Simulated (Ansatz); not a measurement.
Consider the atomization: `[OH][AlH][CH]=S` → Al• + C• + 3 H• + O• + S•.

Program: Ansatz. Geometries: PBE0-D4/def2-TZVP. ΔE: electronic, gas phase. CCSD(T)/CBS adds triple-zeta CCSD(T) − MP2 to the extrapolated MP2 energy (def2 sets, frozen cores). This one scheme is used for every species, atoms too. DFT in def2-TZVPP. B3LYP here is the variant with VWN-RPA as its local correlation; programs differ in this. No spin–orbit coupling; open shells (•) take unrestricted orbitals. Spin–orbit coupling would lower the free atoms: a little for Al, C, O, S. Each species was taken in one conformer, which may not be the lowest.

```tsv
level	ΔE (eV)	difference from CCSD(T)/CBS
LDA (SPW92)	28.92	3.67
BHLYP-D4	23.99	-1.26
ωB97X-V	25.14	-0.11
revPBE	24.49	-0.76
B3LYP	24.73	-0.52
CAM-B3LYP	24.91	-0.34
CCSD(T)/def2-SVP	23.38	-1.87
CCSD/def2-TZVPP	23.88	-1.37
MP2/def2-QZVPP	25.58	0.33
MP2/CBS(def2)	25.92	0.67
CCSD(T)/CBS	25.25	0
```

Largest T1 diagnostic among the species: 0.018.

From r2SCAN to r2SCAN0 (25 % exact exchange), in def2-TZVPP and without D4, ΔE moves by −0.65 eV: exact exchange takes away binding that semilocal exchange gives to molecules. In def2-TZVPP, CCSD(T) changes the Hartree–Fock value by +7.09 eV (the triples alone add +0.54 eV) and MP2 by +7.76 eV; breaking electron pairs costs correlation energy, which Hartree–Fock lacks. Leaving LDA and LC-ωPBE aside and taking each functional with its dispersion term where it has one, the values, not all of them listed here, spread over 1.61 eV, from BHLYP-D4 to PBE-D4. LDA lies +3.47 eV from PBE without D4, its usual overbinding.

For atomizations the MP2-based limit and the directly extrapolated one differ by several kJ/mol either way, and by 10 to 25 for some Ge, Se and Sn compounds, so smaller differences from it don't rank the levels.
